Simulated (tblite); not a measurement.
Species: C₄H₃F₂S (doublet state).
Atom-mapped SMILES: `[F:1][C:2]1=[C:3]([F:4])[S:5][CH:6][CH2:7]1` (hydrogens: H8 on C6; H9, H10 on C7)

Calculated harmonic vibrations of the isolated species, GFN2-xTB (tblite), most abundant isotopes, no scaling. Against measured fundamentals such values can be off by several per cent, at times by over 20. Open shells enter through the occupations alone, without spin polarisation, and single modes of such species can be off by tens of per cent.

Harmonic wavenumbers (cm⁻¹): 53.5, 171.8, 250.1, 258.9, 325.6, 372.9, 445.6, 466.1, 559.7, 692.4, 839.7, 892.1, 942.4, 1049.2, 1053.6, 1159.7, 1200.5, 1222.4, 1303.1, 1432.7, 1691.6, 2806.9, 2867.7, 3199.0.

A = 3160, B = 2329, C = 1352 MHz; mass 120.992 u (most abundant isotopes); point group Cs, symmetry number 1; spin multiplicity 2.

Problem. Zero-point energy?

Solution. Half the sum of the wavenumbers: 12629 cm⁻¹ = 36.11 kcal/mol.

Problem. Entropy at 273.15 K, 1 bar (ideal gas, RRHO, classical rotation)?

Solution. Translation 39.88, rotation 27.61, vibration 14.47, spin (R ln 2) 1.38: S = 83.3 cal/(mol K).

Problem. And Cp and H(273.15 K) − H(0)?

Solution. Cp = 24.81 cal/(mol K), of which vibrations give 16.86 (their classical limit is 24 R = 47.7); H(273.15 K) − H(0) = 4.39 kcal/mol without the zero-point energy, 2.22 from vibrations.

Problem. Which modes carry the vibrational entropy at 273.15 K?

Solution. 53.5 cm⁻¹: 4.51; 171.8 cm⁻¹: 2.25; 250.1 cm⁻¹: 1.58; 258.9 cm⁻¹: 1.52; 325.6 cm⁻¹: 1.14; 372.9 cm⁻¹: 0.94 cal/(mol K); the other 18 give 2.54 together.

Problem. What must be added to the electronic energy to get the Gibbs energy at 273.15 K and 1 bar?

Solution. ZPE + [H(273.15 K) − H(0)] − T·S = 36.11 + 4.39 − 22.76 = 17.74 kcal/mol.

Problem. How do the functions run with temperature in this model?

Solution. 
| T (K) | S (cal/(mol K)) | Cp (cal/(mol K)) | H − H(0) (kcal/mol) | G − H(0) (kcal/mol) | ln q(vib) |
| --- | --- | --- | --- | --- | --- |
| 150 | 70.9 | 17.1 | 1.80 | -8.84 | 1.41 |
| 250 | 81.2 | 23.5 | 3.83 | -16.47 | 2.85 |
| 298.15 | 85.6 | 26.2 | 5.03 | -20.48 | 3.57 |
| 400 | 94.0 | 31.4 | 7.97 | -29.64 | 5.11 |
| 600 | 108.2 | 38.6 | 15.04 | -49.91 | 8.06 |
| 900 | 125.2 | 44.8 | 27.66 | -85.04 | 12.13 |

q(vib) and H(0) count from the zero-point level.

Hindered rotation and anharmonicity are outside this model.
